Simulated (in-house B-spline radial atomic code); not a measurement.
Be II (Be+) is squeezed into an impenetrable sphere of radius R (the orbitals vanish at R). Level of theory: Dirac-Hartree-Fock, average of configuration, Fermi nucleus of rms radius 2.519 fm; calculated with a B-spline radial code for spherical atoms.

Energies in eV above the free ion in [He] 2s1:

| R (bohr) | highest level (eV) | [He] 2s1 | [He] 2p1 |
| --- | --- | --- | --- |
| 9.52 | -18.1 | 0.0001364 | 3.991 |
| 6.72 | -18.1 | 0.02235 | 4.046 |
| 4.88 | -17.7 | 0.4399 | 4.631 |
| 4.1 | -16.7 | 1.415 | 5.68 |
| 3.63 | -15.3 | 2.822 | 7.002 |
| 3.01 | -11.1 | 7.07 | 10.52 |
| 2.7 | -6.8 | 11.35 | 13.73 |
| 2.17 | 8.56 | 26.78 | 24.17 |
| 1.94 | 21.7 | 40.09 | 32.47 |
| 1.35 | 110 | 132 | 85.7 |

(1) Does [He] 2p1 fall below [He] 2s1 under compression?

The highest level is first positive in the row R = 2.17 bohr, pushed up by confinement above the zero of the free ion's potential. Each configuration is held fixed and needn't be the lowest in the sphere.

Answers

(1) Yes, between R = 2.7 and 2.17 bohr the order changes (near 2.45 bohr by linear interpolation).
